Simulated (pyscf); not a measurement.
## H₃C–CH(CH₃)–O–Sn(OH)(OH)–OH, singlet

Gas-phase minimum from PySCF at ωB97X-D3(BJ)/def2-SVP, one conformer. 

SMILES: CC(C)[O][Sn]([OH])([OH])[OH]
```xyz
18

C     -0.5987     0.5476    -2.7147
C     -1.4002     0.6051    -1.4185
C     -1.5279    -0.7641    -0.7571
O     -0.8209     1.5529    -0.5245
Sn     0.7727     1.0897     0.5134
O      0.4361     0.2054     2.2322
O      1.9024    -0.1633    -0.4968
O      1.6315     2.8098     0.9030
H     -1.0808    -0.1144    -3.4517
H     -0.5149     1.5540    -3.1526
H      0.4154     0.1631    -2.5140
H     -2.4115     0.9947    -1.6328
H     -2.0899    -1.4661    -1.3926
H     -0.5256    -1.1988    -0.5928
H     -2.0427    -0.6791     0.2124
H      0.2836     0.8411     2.9428
H      2.3872    -0.7565     0.0918
H      1.3284     3.4967     0.2951
```

Bonded distances (Å): C1–C2 1.525, C1–H9 1.102, C1–H10 1.101, C1–H11 1.103, C2–C3 1.526, C2–O4 1.426, C2–H12 1.105, C3–H13 1.101, C3–H14 1.105, C3–H15 1.101, O4–Sn5 1.957, Sn5–O6 1.962, Sn5–O7 1.966, Sn5–O8 1.962 (the first ones only). Angles (°): C2–C1–H9 111.2, C2–C1–H10 110.1, C2–C1–H11 110.0, H9–C1–H10 108.5, H9–C1–H11 108.3, H10–C1–H11 108.7, C1–C2–C3 112.2, C1–C2–O4 110.1, C1–C2–H12 109.2, C3–C2–O4 111.0, C3–C2–H12 108.9, O4–C2–H12 105.0, C2–C3–H13 111.4, C2–C3–H14 110.0 (the first ones only).

Properties at ωB97X-D3(BJ)/def2-SVP:

```
Quantity                                                                                                                                                                                                                                                                                                                                                                                 Value
---------------------------------------------------------------------------------------------------------------------  -----------------------------------------------------------------------------------------------------------------------------------------------------------------------------------------------------------------------------------------------------------------------
Harmonic wavenumbers, unscaled                                                                                         36, 80, 102, 121, 140, 155, 163, 180, 190, 211, 251, 271, 299, 377, 432, 527, 601, 645, 663, 669, 850, 859, 863, 869, 935, 950, 1017, 1170, 1185, 1210, 1358, 1369, 1414, 1418, 1466, 1479, 1486, 1497, 3053, 3061, 3075, 3147, 3160, 3168, 3171, 3887, 3889, 3894 cm⁻¹
Zero-point energy                                                                                                                                                                                                                                                                                                                                                                87.2 kcal/mol
Rotational symmetry number                                                                                                                                                                                                                                                                                                                                                                   1
Entropy of this conformer at 298 K and 1 atm, rigid rotor and harmonic oscillator, modes under 100 cm⁻¹ raised to 100                                                                                                                                                                                                                                                          459.0 J/(mol K)
Dipole moment                                                                                                                                                                                                                                                                                                                                                                           0.74 D
```

Single-point totals, which compare only within one level:

```csv
level,total energy (hartree)
ωB97X-D3(BJ)/def2-TZVP,-635.99127
PBE/def2-TZVP,-635.30445
r²SCAN/def2-TZVP,-635.65462
B3LYP-D3(BJ)/def2-TZVP,-635.89293
PBE0-D3(BJ)/def2-TZVP,-635.33925
M06-2X/def2-TZVP,-635.56357
ωB97M-D3(BJ)/def2-TZVP,-635.92407
```

The lowest mode is so soft that the shape along it may change with the basis. Soft torsions are taken as harmonic, which can shift the entropy by several J/(mol K). Elements past Kr carry the def2 core potentials, without spin-orbit coupling.
